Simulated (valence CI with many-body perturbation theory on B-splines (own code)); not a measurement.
Values are calculated unless marked as measured or tabulated.
P+ in three bases

Method: configuration interaction combined with many-body perturbation theory (CI+MBPT): four valence electrons over a frozen Dirac-Fock core [Ne], radial functions for each j: 9 s, 9 p, 8 d, 6 f, 3 g, 1 h, with the one-electron correlation potential Σ1 (screened to all orders), the two-electron term Σ2, the three-electron term Σ3, Breit, model QED; selected single and double excitations, second order for the rest, scaled by the run's own slope (own B-spline code, finite nucleus).

Set against measurement, 24 paired levels are off by 40 cm⁻¹ on average, the worst by 202. These come from a selection out of the NIST Handbook of Basic Atomic Spectroscopic Data. Levels without a partner in it may be off by more. Among the levels kept, up to 540 cm⁻¹ of a level comes from second order outside the variational space, and about a tenth of that is noise between levels of different J, which matters for small intervals.

The reference run has the lowest level 3s²3p² ³P_0 and an ionisation energy of 19.7645 eV. Its largest variational space holds 21416 state functions.

Names give the largest LS component (configuration and term), which can be under half, so a name can repeat, a term be missing and a line seem to break the LS rules; names also repeat where a configuration has a term twice.

Changed runs:
A. basis 6 s, 6 p, 5 d, 3 f, 1 g
B. basis 5 s, 5 p, 4 d, 2 f

Excitation energies of the reference run in cm⁻¹, and shifts in cm⁻¹:

| Level | Reference | A | B |
| --- | --- | --- | --- |
| 3s²3p² ³P_1 | 164 | -0.8 | +0.8 |
| 3s²3p² ³P_2 | 470 | -2.0 | -0.2 |
| 3s²3p² ¹D_2 | 8958 | +68 | +297 |
| 3s²3p² ¹S_0 | 21738 | +109 | +372 |
| 3s3p³ ⁵S°_2 | 45495 | -133 | -372 |
| 3s3p³ ³D°_1 | 65156 | +7.5 | +122 |
| 3s3p³ ³D°_2 | 65177 | +7.1 | +122 |
| 3s3p³ ³D°_3 | 65210 | +10 | +124 |
| 3s3p³ ³P°_2 | 76749 | +62 | +297 |
| 3s3p³ ³P°_1 | 76799 | +60 | +293 |
| 3s3p³ ³P°_0 | 76806 | +63 | +296 |
| 3s²3p3d ¹D°_2 | 77653 | +91 | +394 |
| Ionisation energy (eV) | 19.7645 | -0.0091 | -0.0274 |
